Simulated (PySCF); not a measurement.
Isomers of C5H3NS2, one GFN2-xTB conformer each. Single-point energies are computed at PBE0/pcSseg-1 (PySCF, gas phase, no added dispersion term), electronic only.

```json
{"SMILES": "N#CSc1cccs1", "GFN2-xTB relative energy (kcal/mol)": "2.4"}
{"SMILES": "N#CSc1ccsc1", "GFN2-xTB relative energy (kcal/mol)": "0.0"}
```

Conformers: `[N:1]#[C:2][S:3][c:4]1[cH:5][cH:6][cH:7][s:8]1` with C2–S3–C4–C5 0°; `[N:1]#[C:2][S:3][c:4]1[cH:5][cH:6][s:7][cH:8]1` with C2–S3–C4–C5 21°.

Task: What does PBE0/pcSseg-1 give for the same structures?

Result: 
```tsv
SMILES	PBE0/pcSseg-1 E (Eh)	PBE0/pcSseg-1 (kcal/mol)	GFN2-xTB (kcal/mol)	point group
N#CSc1ccsc1	-1042.79158	0.0	0.0	C1
N#CSc1cccs1	-1042.78765	2.5	2.4	Cs
```

Both levels put the same isomer lowest. Neighbours under 2.5 kcal/mol apart (N#CSc1ccsc1 and N#CSc1cccs1) can change places with a better method, another conformer or zero-point energy.

Task: Which frontier levels, dipoles and rotational constants go with these structures?

Result: 
| SMILES | HOMO (eV, PBE0/pcSseg-1) | LUMO (eV) | dipole (D) | A, B, C (MHz) |
| --- | --- | --- | --- | --- |
| N#CSc1ccsc1 | -7.11 | -1.10 | 3.56 | 4011, 897.2, 743.1 |
| N#CSc1cccs1 | -6.92 | -1.12 | 3.52 | 3472, 1032, 795.4 |

Task: As an exercise, what shares would exp(−E/RT) give at 500 K from these electronic energies alone (no entropy, no degeneracies)?

Result: RT = 0.994 kcal/mol: N#CSc1ccsc1 92.3 %, N#CSc1cccs1 7.7 %.
